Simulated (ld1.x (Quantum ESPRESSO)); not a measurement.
Varying the RRKJ potential for argon (Ar)

Base potential:

* Element: Ar (Z = 18)
* Generator: ld1.x (Quantum ESPRESSO) 7.5
* Type: norm-conserving RRKJ (Kleinman–Bylander form)
* Functional: PBEsol
* Relativity: non-relativistic
* Frozen core: [He]
* Valence charge: 16
* Reference configuration: 2s2 2p6 3s2 3p6
* Partial waves: 2p (bound): rc 0.40 bohr; 2s (bound): rc 0.65 bohr
* Local potential: the s channel
* Core correction: none
* rho0: 0.005

Occupied shells without a wave of their own: 3p, 3s. They enter only through the test configuration that unscreens the potential.

Cutoffs, loose and tight: the cutoffs (Ry, on a coarse ladder) from which the occupation-weighted sum of valence levels, in a spherical-Bessel basis at the reference potential, stays within 10 and 1 mRy of its value at 400 Ry. They do not see the model core or the augmentation charge, which bear on the density cutoff. Test errors are all-electron minus pseudo excitation energies from the reference, over the configurations 2s2 2p6 3s2 3p5; 2s2 2p6 3s2 3p4; 2s2 2p6 3s2 3p3; 2s2 2p6 3s1 3p6; 2s2 2p6 3s2 3p5.5; 2s1 2p6 3s2 3p6; 2s2 2p5 3s2 3p6. A dash means not determined; rows that change the core or the reference have their own tests.

Cutoffs are not given where the Bessel-basis levels miss the radial ones by over 6 mRy, ghosts where they miss by over 20 mRy; a channel whose overlap is not positive is not tested.

```csv
change,outcome,bound ghosts,largest test error (meV)
base,"generated, misses its reference levels by 1.67 eV",not determined,-2747
"all radii scaled by about 0.84 (s 0.54, p 0.34 bohr)","generated, misses its reference levels by 0.82 eV",not determined,-1219
"all radii scaled by about 0.91 (s 0.60, p 0.36 bohr)","generated, misses its reference levels by 1.26 eV",not determined,-2052
"all radii scaled by about 0.95 (s 0.62, p 0.38 bohr)","generated, misses its reference levels by 1.39 eV",not determined,-2262
"all radii scaled by about 1.09 (s 0.70, p 0.44 bohr)","generated, misses its reference levels by 2.12 eV",not determined,-3428
"all radii scaled by about 1.18 (s 0.76, p 0.48 bohr)","generated, misses its reference levels by 2.63 eV",not determined,-4191
"all radii scaled by about 1.24 (s 0.80, p 0.50 bohr)","generated, misses its reference levels by 2.78 eV",not determined,-4279
```

Task: What comes out with this change to the base: all radii scaled by about 1.39 (s 0.90, p 0.56 bohr)?

Result: outcome: generated, misses its reference levels by 2.97 eV; bound ghosts: none; largest test error (meV): -3987.

Task: What comes out with this change to the base: all radii scaled by about 0.74 (s 0.48, p 0.30 bohr)?

Result: outcome: generated, misses its reference levels by 0.44 eV; bound ghosts: not determined; largest test error (meV): -496.

Task: What comes out with this change to the base: all radii scaled by about 1.31 (s 0.86, p 0.52 bohr)?

Result: outcome: generated, misses its reference levels by 2.97 eV; bound ghosts: not determined; largest test error (meV): -4512.
